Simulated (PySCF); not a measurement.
**TeCl4: fields on a plane**

Level of theory: PBE in PySCF with Te def2-SVP with ECP28, Cl def2-SVP; scalar-relativistic core potentials, no spin–orbit coupling; density-fitted integrals.

The singlet minimum has Te–Cl 2.384 Å (×2), Te–Cl 2.478 Å (×2); Cl–Te–Cl 91.9° (×4), Cl–Te–Cl 100.3°, Cl–Te–Cl 174.1°.

The plane holds Te1 at (0.00, 0.00), Cl2 at (2.38, 0.00), Cl3 at (-0.08, 2.48), Cl5 at (-0.08, -2.47) Å. Columns run from x = -1.95 to 4.65 Å, rows from y = 4.65 (top) to -4.35 Å, in steps of 0.3 Å. Other isomers or separated fragments may lie lower. Core electrons replaced by a potential are absent, the electrostatic potential uses the reduced nuclear charge, and values within about 0.7 Å of such atoms have no physical meaning.

**Question.** Give the highest occupied orbital (Å^-3/2) at -7.11 eV (cut at ±0.3; overall sign arbitrary). Every second row and column.

**Answer.** 
```
 0.00  0.00  0.01  0.02  0.02  0.01  0.00  0.00  0.00  0.00  0.00  0.00
 0.00  0.01  0.05  0.08  0.08  0.04  0.01  0.00  0.00  0.00  0.00  0.00
 0.00  0.01  0.09  0.23  0.21  0.10  0.03  0.01  0.00  0.00  0.00  0.00
-0.01 -0.03  0.01  0.23  0.30  0.13  0.04  0.01  0.00  0.00  0.00  0.00
-0.03 -0.10 -0.30  0.23  0.04  0.06  0.02  0.01  0.00  0.00  0.00  0.00
-0.02 -0.08 -0.22 -0.30 -0.13 -0.02  0.00  0.00  0.01  0.01  0.00  0.00
 0.00  0.00 -0.01 -0.02 -0.01 -0.02 -0.03 -0.02  0.03  0.03  0.01  0.00
 0.03  0.08  0.16  0.06  0.08  0.01 -0.10 -0.06  0.11  0.07  0.03  0.01
 0.03  0.10  0.17 -0.15 -0.01  0.02 -0.14  0.13  0.14  0.08  0.03  0.01
 0.02  0.04  0.09  0.10  0.06  0.00 -0.06 -0.04  0.06  0.05  0.02  0.00
-0.01 -0.04 -0.10 -0.14 -0.07 -0.02 -0.02 -0.01  0.01  0.02  0.01  0.00
-0.02 -0.09 -0.27 -0.30 -0.07  0.02  0.01  0.00  0.00  0.00  0.00  0.00
-0.02 -0.05 -0.09 -0.21  0.30  0.12  0.04  0.01  0.00  0.00  0.00  0.00
 0.00  0.01  0.12  0.30  0.30  0.14  0.04  0.01  0.00  0.00  0.00  0.00
 0.00  0.02  0.08  0.15  0.14  0.07  0.02  0.00  0.00  0.00  0.00  0.00
 0.00  0.01  0.03  0.05  0.04  0.02  0.01  0.00  0.00  0.00  0.00  0.00
```

**Question.** Give the electron density (e/Å³) (cut at 5 e/Å³). Lower edges of the bins (e/Å³): '0' 0.000, '1' 0.030, '2' 0.076, '3' 0.151, '4' 0.268, '5' 0.455, '6' 0.750, '7' 1.218, '8' 1.960, '9' 3.136; top 5.00.

**Answer.** 
```
00000000000000000000000
00000000000000000000000
00000111100000000000000
00012232211000000000000
00123455431100000000000
01235677643100000000000
01346898763200000000000
01357999864210000000000
01357899764210000000000
01246787753200000000000
01235666542111111000000
00123455432122222100000
00124455433234444310000
01235677644456776421000
01246999964567887531000
01357999975578998642000
01357999975578998642000
01246999964567887531000
01235677644456776421000
00124455433234444310000
00123455432122222100000
01234666542111111000000
01246777753100000000000
01357899764200000000000
01357999864210000000000
01246788753200000000000
01235677642100000000000
00123454431000000000000
00012222211000000000000
00000111100000000000000
00000000000000000000000
```
